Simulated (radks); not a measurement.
Ti+, configuration [Ar] 4s1 4p2 (not the ground configuration). Calculated with a radial shooting solver on a logarithmic mesh with Libxc functionals: scalar-relativistic Kohn-Sham, RPBE, spin-polarised, spherical densities, finite nucleus; open shells are filled with parallel spins first; Fermi nuclear charge, rms radius 3.5921 fm.

X-ray form factor f0, the Fourier transform of the density (f0(0) = 21):

| sin(theta)/lambda (1/angstrom) | f0 (electrons) |
|---|---|
| 0.05 | 20.269 |
| 0.1 | 18.572 |
| 0.15 | 16.768 |
| 0.2 | 15.261 |
| 0.25 | 14.022 |
| 0.3 | 12.917 |
| 0.4 | 10.897 |
| 0.5 | 9.245 |
| 0.6 | 8.061 |
| 0.8 | 6.672 |
| 1 | 5.756 |
| 1.25 | 4.680 |
| 1.5 | 3.687 |
| 2 | 2.305 |
